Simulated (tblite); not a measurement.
Compound: CH12OSi5.
Numbering: `[OH:1][Si@H:2]1[SiH2:3][CH2:4][SiH2:5][SiH2:6][SiH2:7]1` (hydrogens: H8 on O1; H9 on Si2; H10, H11 on Si3; H12, H13 on C4; H14, H15 on Si5; H16, H17 on Si6; H18, H19 on Si7)

Geometry (GFN2-xTB, Å), atoms numbered from 1 in this order:
```xyz
19
CH12OSi5 angstrom
O      0.9131   -1.6228    2.0502
Si     0.5726   -1.8682    0.4601
Si    -1.6104   -1.2261    0.0041
C     -1.8279    0.6417    0.3336
Si    -0.8731    1.8532   -0.7915
Si     1.4201    1.7056   -0.4544
Si     2.1908   -0.4952   -0.4790
H      0.4395   -2.0612    2.7510
H      0.7163   -3.3217    0.2276
H     -2.6536   -1.9137    0.7942
H     -1.9643   -1.4757   -1.4007
H     -1.5544    0.8457    1.3712
H     -2.8894    0.8795    0.2582
H     -1.4419    3.1909   -0.5472
H     -1.2475    1.5313   -2.1785
H      2.1069    2.5491   -1.4471
H      1.7701    2.3610    0.8192
H      2.3898   -0.9133   -1.8810
H      3.5336   -0.6507    0.1027
```

Method: GFN2-xTB as coded in tblite; computed harmonic values from a numerical Hessian at the method's own geometry, unscaled. Against measured fundamentals such values can be off by several per cent, at times by over 20. Modes of hydrogen on silicon can be 10 to 20 % off. One conformer, not necessarily the lowest.

Harmonic wavenumbers (cm⁻¹): 35.9, 46.3, 102.0, 121.7, 134.5, 171.3, 176.4, 230.2, 299.7, 312.0, 350.9, 368.0, 378.1, 394.7, 410.8, 451.2, 496.2, 502.5, 516.4, 534.6, 555.5, 560.2, 590.8, 607.2, 633.7, 665.7, 694.2, 704.9, 750.9, 790.6, 805.6, 813.2, 819.3, 825.4, 840.8, 848.3, 1029.1, 1134.8, 1467.4, 2079.8, 2114.8, 2118.8, 2137.3, 2150.3, 2152.3, 2159.0, 2172.1, 2194.0, 2948.1, 2970.7, 3663.9.

A = 1101, B = 921.4, C = 583.6 MHz; mass 179.973 u (most abundant isotopes); point group C1, symmetry number 1.

What is the zero-point energy?

½Σν̃ = 25016 cm⁻¹ = 71.52 kcal/mol.

What is S at 273.15 K and 1 bar for an ideal gas of classical rigid rotors and harmonic oscillators?

Translation 41.06, rotation 30.41, vibration 38.93: S = 110.4 cal/(mol K).

And Cp and H(273.15 K) − H(0)?

Cp = 50.89 cal/(mol K), of which vibrations give 42.94 (their classical limit is 51 R = 101.3); H(273.15 K) − H(0) = 7.94 kcal/mol without the zero-point energy, 5.77 from vibrations.

Blend soft modes into free rotors: weight 1/[1 + (100 cm⁻¹/ν̃)⁴] for the oscillator and the rest for a rotor with moment μB/(μ + B), μ = h/(8π²ν), B = 10⁻⁴⁴ kg m². What vibrational entropy results?

35.87 cal/(mol K) in place of 38.93, which changes −T·S at 273.15 K by +0.84 kcal/mol.

How do the functions run with temperature in this model?

```
T (K)  S (cal/(mol K))  Cp (cal/(mol K))  H − H(0) (kcal/mol)  G − H(0) (kcal/mol)  ln q(vib)
  100             75.3              22.6                 1.48                -6.05       2.50
  200             96.3              39.9                 4.61               -14.65       6.14
  300            115.3              54.2                 9.36               -25.24      10.00
  500            147.5              71.1                22.08               -51.65      17.60
  800            184.2              84.8                45.67              -101.67      27.69
 1000            203.7              90.5                63.23              -140.51      33.55
```

q(vib) and H(0) count from the zero-point level.

What must be added to the electronic energy to get the Gibbs energy at 273.15 K and 1 bar?

ZPE + [H(273.15 K) − H(0)] − T·S = 71.52 + 7.94 − 30.16 = 49.30 kcal/mol.

Which modes carry the vibrational entropy at 273.15 K?

35.9 cm⁻¹: 5.30; 46.3 cm⁻¹: 4.80; 102.0 cm⁻¹: 3.25; 121.7 cm⁻¹: 2.90; 134.5 cm⁻¹: 2.71; 171.3 cm⁻¹: 2.26 cal/(mol K); the other 45 give 17.71 together.

Hindered rotation and anharmonicity are outside this model. Other conformers, if any are populated, would add a mixing term that is left out. The structure is chiral; the term R ln 2 for an equal mix with its mirror image is left out.

Hardware: Arm Neoverse V1, one thread, on a shared host. Cost: 1.2 s of wall time. This covers the Hessian and the dipole derivatives.
